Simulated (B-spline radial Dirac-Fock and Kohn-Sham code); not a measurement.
## The Kr-like isoelectronic sequence (36 electrons), Z = 51 to 58

Method: Dirac-Fock (average of configuration) total-energy differences with a finite nucleus, the Breit interaction including its frequency dependence, and self-energy and vacuum-polarisation corrections. Computed with a radial atomic solver. Binding energies in eV, tabulated ground configurations ([Ar] 3d10 4s2 4p6 throughout). No correlation.

```csv
ion,3p1/2,3p3/2,3d3/2,4s,outermost level,NIST ionisation energy
Sb¹⁵⁺,1183.6,1135.9,905.5,483.5,419.2 (4p3/2),420 ± 3
Te¹⁶⁺,1275.4,1222.8,985.2,529.1,461.0 (4p3/2),461 ± 3
I¹⁷⁺,1370.8,1312.9,1068.1,576.6,504.5 (4p3/2),505 ± 3
Xe¹⁸⁺,1469.7,1406.2,1154.1,626.0,549.8 (4p3/2),549 ± 3
Cs¹⁹⁺,1572.1,1502.6,1243.2,677.4,596.8 (4p3/2),597 ± 4
Ba²⁰⁺,?,?,?,?,?,?
La²¹⁺,1787.9,1704.8,1430.9,785.9,696.2 (4p3/2),696 ± 4
Ce²²⁺,1901.2,1810.7,1529.4,843.1,748.6 (4p3/2),749 ± 4
```

**Question.** Fill in the row of Ba²⁰⁺.

**Answer.** 3p1/2 1678.2, 3p3/2 1602.1, 3d3/2 1335.5, 4s 730.7, outermost 645.6 (4p3/2), NIST 646 ± 4 eV.

NIST's values are for the lowest levels; a dash marks a value that is missing or belongs to another shell. Their kind here: theoretical.
